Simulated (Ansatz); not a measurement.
`C[SiH]1NP1` + H₂O → `O[SiH]1NP1` + CH₄ at 500 K and 1 bar (formal hydrolysis of the Si–C bond).

Program: Ansatz. Geometries: PBE0-D4/def2-TZVP. ΔE: electronic, gas phase. CBS: MP2 limit from def2 TZ/QZ plus the TZ coupled-cluster correction, frozen cores. This one scheme is used for every species. Each species was taken in one conformer, which may not be the lowest.

```json
{"species": "`C[SiH]1NP1`", "CCSD(T)/CBS energy (Eh)": "-726.38240", "H − E (kJ/mol)": "228.0", "S (J/(mol·K))": "381.8"}
{"species": "H₂O", "CCSD(T)/CBS energy (Eh)": "-76.37941", "H − E (kJ/mol)": "73.2", "S (J/(mol·K))": "206.3"}
{"species": "`O[SiH]1NP1`", "CCSD(T)/CBS energy (Eh)": "-762.33859", "H − E (kJ/mol)": "165.4", "S (J/(mol·K))": "365.6"}
{"species": "CH₄", "CCSD(T)/CBS energy (Eh)": "-40.46206", "H − E (kJ/mol)": "135.6", "S (J/(mol·K))": "206.8"}
```

H − E and S are ideal-gas, rigid-rotor, harmonic terms from PBE0-D4/def2-TZVP, for one conformer and one mirror image of each species. 1 Eh = 2625.50 kJ/mol, R = 8.31446 J/(mol·K).

By hand: ΔE, ΔH, ΔS and ΔG.

ΔE = (-762.33859) + (-40.46206) − (-726.38240) − (-76.37941) = -0.03884 Eh = -102.0 kJ/mol. Δ(H − E) = 165.4 + 135.6 − 228.0 − 73.2 = -0.2, so ΔH = -102.2 kJ/mol. ΔS = 365.6 + 206.8 − 381.8 − 206.3 = -15.7 J/(mol·K). ΔG = -102.2 − 500 × (-15.7)/1000 = -94.4 kJ/mol.

By hand: the equilibrium constant, and the temperature at which ΔG would vanish if ΔH and ΔS stayed fixed.

log₁₀ K = −ΔG/(RT ln 10) = 9.9. ΔG = 0 at ΔH/ΔS = 6510 K, far beyond where these terms or the molecules hold.

ΔH outweighs TΔS. A doubt of 5 kJ/mol in ΔE shifts log₁₀ K by 0.5 here. Other conformers and mirror images would add mixing entropy, several J/(mol·K) or more a flexible species. These are equilibria of isolated gas molecules and say nothing of rates. Largest T1 diagnostic: 0.014 (customary marks: 0.02 for closed shells, 0.045 for open ones).
